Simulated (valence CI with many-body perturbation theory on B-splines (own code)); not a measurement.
# E1 transitions of Lu57+

Calculated by relativistic CI+MBPT: four valence electrons over a frozen Dirac-Fock core [Ne], a basis of 11 s, 11 p, 10 d, 8 f, 5 g, 2 h functions for each j, with the one-electron correlation potential Σ1 (screened to all orders), the two-electron term Σ2, the three-electron term Σ3, Breit, model QED; selected single and double excitations, second order for the rest, scaled by the run's own slope (own B-spline code, finite nucleus).

The last digits are not significant, and no measured levels were compared; by estimate large intervals hold to a few tenths of a per cent, small ones and those within an open d or f shell to about a per cent. Among the levels kept, up to 560 cm⁻¹ of a level comes from second order outside the variational space, and about a tenth of that is noise between levels of different J, which matters for small intervals.

Lines 1 to 50 of 550 in falling wavelength, among levels below 1499.6 eV, chosen from the strongest by gf and those to the six lowest levels. Wavelengths and rates use the calculated energies. Electric multipoles are in the length gauge, E1 and E2 with the static RPA response of the core. Weak lines are less certain than strong ones. Lines between different terms over intervals too small for the method are left out, as are lines whose strength nearly cancels. The highest levels of a list are the least certain.

Levels are named by their leading jj configuration (3d3/2^4 stands for four electrons in 3d with j = 3/2), which in mixed levels can hold well under half, so a name can repeat and another be missing. Letters in brackets count levels of one name in rising energy.

```
λ vac (nm)                           Upper                           Lower   A (s⁻¹)  S (a.u.)
     10.75              (3s^2 3p3/2^2) J=2          (3s 3p1/2^2 3p3/2) J=1  1.00e+08  3.08e-04
     10.29  (3s 3p1/2 3d3/2 3d5/2) J=4 [a]          (3s^2 3d3/2 3d5/2) J=3  5.29e+09  2.56e-02
     9.583      (3s 3p1/2 3p3/2 3d3/2) J=4          (3s^2 3p3/2 3d3/2) J=3  8.29e+09  3.24e-02
     9.544       (3p1/2 3p3/2^2 3d3/2) J=4      (3s 3p3/2^2 3d3/2) J=3 [b]  7.12e+09  2.75e-02
     9.544      (3s 3p1/2 3d3/2 3d5/2) J=5          (3s^2 3d3/2 3d5/2) J=4  1.28e+10  6.03e-02
     9.201              (3s^2 3p3/2^2) J=0          (3s 3p1/2^2 3p3/2) J=1  1.82e+08  6.98e-05
     8.933       (3p1/2 3p3/2^2 3d5/2) J=5      (3s 3p3/2^2 3d5/2) J=4 [b]  1.10e+10  4.24e-02
     8.903  (3s 3p1/2 3d3/2 3d5/2) J=3 [c]          (3s^2 3d3/2 3d5/2) J=3  7.99e+09  1.95e-02
     8.731              (3s^2 3p3/2^2) J=2          (3s 3p1/2^2 3p3/2) J=2  7.76e+07  1.27e-04
     8.451  (3s 3p1/2 3d3/2 3d5/2) J=3 [d]          (3s^2 3d3/2 3d5/2) J=2  1.12e+10  2.34e-02
     8.383           (3p1/2^2 3d3/2^2) J=2      (3s 3p1/2 3d3/2^2) J=1 [a]  1.37e+10  2.00e-02
     8.365          (3s 3p1/2 3d5/2^2) J=5              (3s^2 3d5/2^2) J=4  2.48e+10  7.90e-02
     8.337          (3s 3p1/2^2 3p3/2) J=2          (3s^2 3p1/2 3p3/2) J=2  1.05e+10  1.50e-02
     8.267      (3s 3p1/2 3p3/2 3d5/2) J=5          (3s^2 3p3/2 3d5/2) J=4  1.88e+10  5.78e-02
     8.255       (3p1/2^2 3d3/2 3d5/2) J=4  (3s 3p1/2 3d3/2 3d5/2) J=3 [e]  2.29e+10  5.73e-02
     8.212      (3s 3p1/2 3d5/2^2) J=3 [a]              (3s^2 3d5/2^2) J=2  2.18e+10  4.18e-02
     8.162          (3s 3p1/2 3p3/2^2) J=3              (3s^2 3p3/2^2) J=2  1.22e+10  2.30e-02
     8.096  (3s 3p1/2 3d3/2 3d5/2) J=4 [c]          (3s^2 3d3/2 3d5/2) J=4  1.22e+10  2.86e-02
     8.081  (3s 3p1/2 3p3/2 3d5/2) J=4 [c]          (3s^2 3p3/2 3d5/2) J=3  1.10e+10  2.58e-02
     7.953          (3s 3p1/2^2 3d5/2) J=3          (3s^2 3p1/2 3d5/2) J=3  1.48e+10  2.57e-02
     7.930       (3p1/2^2 3p3/2 3d5/2) J=4  (3s 3p1/2 3p3/2 3d5/2) J=3 [c]  1.71e+10  3.78e-02
     7.916      (3s 3p1/2 3d5/2^2) J=1 [b]              (3s^2 3d5/2^2) J=0  2.43e+10  1.78e-02
     7.905          (3s 3p1/2^2 3d5/2) J=3          (3s^2 3p1/2 3d5/2) J=2  2.40e+10  4.10e-02
     7.866          (3s 3p1/2^2 3p3/2) J=2          (3s^2 3p1/2 3p3/2) J=1  1.30e+10  1.57e-02
     7.856  (3s 3p1/2 3p3/2 3d3/2) J=3 [c]          (3s^2 3p3/2 3d3/2) J=3  1.53e+10  2.57e-02
     7.781  (3s 3p1/2 3p3/2 3d5/2) J=3 [b]          (3s^2 3p3/2 3d5/2) J=2  1.34e+10  2.18e-02
     7.746   (3p1/2 3p3/2^2 3d5/2) J=4 [b]      (3s 3p3/2^2 3d5/2) J=3 [a]  1.47e+10  3.03e-02
     7.719      (3s 3p1/2 3d5/2^2) J=2 [b]              (3s^2 3d5/2^2) J=2  2.37e+10  2.69e-02
     7.677          (3s 3p1/2^2 3d3/2) J=1          (3s^2 3p1/2 3d3/2) J=2  2.99e+10  2.01e-02
     7.651       (3p1/2^2 3p3/2 3d3/2) J=3  (3s 3p1/2 3p3/2 3d3/2) J=3 [c]  2.05e+10  3.17e-02
     7.637       (3p1/2^2 3d3/2 3d5/2) J=4  (3s 3p1/2 3d3/2 3d5/2) J=4 [c]  1.94e+10  3.84e-02
     7.620      (3s 3p1/2 3d5/2^2) J=4 [b]              (3s^2 3d5/2^2) J=4  2.00e+10  3.93e-02
     7.598       (3p1/2^2 3d3/2 3d5/2) J=2  (3s 3p1/2 3d3/2 3d5/2) J=3 [d]  2.50e+10  2.71e-02
     7.592  (3s 3p1/2 3d3/2 3d5/2) J=3 [b]  (3s 3p1/2 3p3/2 3d5/2) J=2 [c]  1.47e+10  2.23e-02
     7.550           (3p1/2^2 3d5/2^2) J=4      (3s 3p1/2 3d5/2^2) J=3 [b]  4.56e+10  8.72e-02
     7.536  (3s 3p1/2 3d3/2 3d5/2) J=3 [b]  (3s 3p1/2 3p3/2 3d5/2) J=3 [d]  1.10e+10  1.62e-02
     7.501  (3s 3p1/2 3d3/2 3d5/2) J=3 [e]          (3s^2 3d3/2 3d5/2) J=4  2.17e+10  3.16e-02
     7.494           (3p1/2^2 3d3/2^2) J=0      (3s 3p1/2 3d3/2^2) J=1 [b]  9.70e+10  2.02e-02
     7.466       (3p1/2 3p3/2^2 3d3/2) J=4          (3s 3p3/2^2 3d3/2) J=4  1.63e+10  3.01e-02
     7.428      (3s 3p1/2 3d5/2^2) J=3 [b]              (3s^2 3d5/2^2) J=4  2.45e+10  3.47e-02
     7.398       (3p1/2^2 3p3/2 3d5/2) J=4  (3s 3p1/2 3p3/2 3d5/2) J=4 [b]  1.03e+10  1.85e-02
     7.364          (3s 3p1/2^2 3d3/2) J=2          (3s^2 3p1/2 3d3/2) J=2  2.28e+10  2.25e-02
     7.362       (3p1/2^2 3d3/2 3d5/2) J=2  (3s 3p1/2 3d3/2 3d5/2) J=1 [b]  1.83e+10  1.80e-02
     7.361           (3p1/2^2 3d5/2^2) J=4      (3s 3p1/2 3d5/2^2) J=4 [b]  3.81e+10  6.76e-02
     7.340  (3s 3p1/2 3p3/2 3d5/2) J=3 [d]          (3s^2 3p3/2 3d5/2) J=3  1.99e+10  2.72e-02
     7.330          (3s 3p1/2^2 3d5/2) J=2          (3s^2 3p1/2 3d5/2) J=3  3.32e+10  3.22e-02
     7.303   (3p1/2 3p3/2^2 3d3/2) J=3 [a]      (3s 3p3/2^2 3d3/2) J=3 [a]  1.90e+10  2.56e-02
     7.298       (3p1/2^2 3d3/2 3d5/2) J=3  (3s 3p1/2 3d3/2 3d5/2) J=3 [c]  3.81e+10  5.12e-02
     7.205       (3p1/2^2 3p3/2 3d5/2) J=2  (3s 3p1/2 3p3/2 3d5/2) J=2 [b]  2.62e+10  2.42e-02
     7.140             (3p1/2 3p3/2^3) J=2                (3s 3p3/2^3) J=2  1.89e+10  1.70e-02
```
